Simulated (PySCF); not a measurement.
Se(Me)(SH) (CH4SSe), SMILES [Se](S)C. The structure is a stationary point at PBE0-D3(BJ)/def2-SVP. The values are those of a single conformer.

Computed equilibrium geometry at PBE0-D3(BJ)/def2-SVP (PySCF confirms it by a frequency run) as Cartesian coordinates in Å (one conformer of several):
```xyz
7

Se     0.1190     0.2914     0.5701
C      1.6634     0.5496    -0.5853
H      2.3733     1.1689    -0.0165
H      1.3665     1.0771    -1.5004
H      2.1300    -0.4134    -0.8288
S     -1.1957    -0.8109    -0.8125
H     -0.7658    -2.0631    -0.5244
```
Charge 0, spin multiplicity 1.
